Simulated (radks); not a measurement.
The numbers below are computed, except where a source is named.
Question: The praseodymium ion Pr3+, configuration [Xe] 4f2. Code: a radial shooting solver on a logarithmic mesh with Libxc functionals. Model: scalar-relativistic Kohn-Sham, PBE, spin-unpolarised, spherical densities, point nucleus. Some entries of the table are withheld. Estimate them.

| orbital | occ. | eigenvalue (hartree) | <r> (bohr) |
|---|---|---|---|
| 1s | 2 | -1537.864 | 0.02409 |
| 2s | 2 | (1) | (2) |
| 2p | 6 | (3) | 0.09055 |
| 3s | 2 | -54.48369 | 0.2723 |
| 3p | 6 | (4) | 0.2705 |
| 3d | 10 | -34.67291 | (5) |
| 4s | 2 | -11.72743 | 0.6214 |
| 4p | 6 | -9.02894 | 0.6576 |
| 4d | 10 | -5.16818 | (6) |
| 5s | 2 | -2.41018 | 1.468 |
| 5p | 6 | -1.72779 | 1.678 |
| 4f | 2 | -1.09474 | 1.013 |

Answer: 
(1) 2s eigenvalue (hartree): -248.3437
(2) 2s <r> (bohr): 0.1031
(3) 2p eigenvalue (hartree): -222.3142
(4) 3p eigenvalue (hartree): -46.24111
(5) 3d <r> (bohr): 0.2475
(6) 4d <r> (bohr): 0.7228
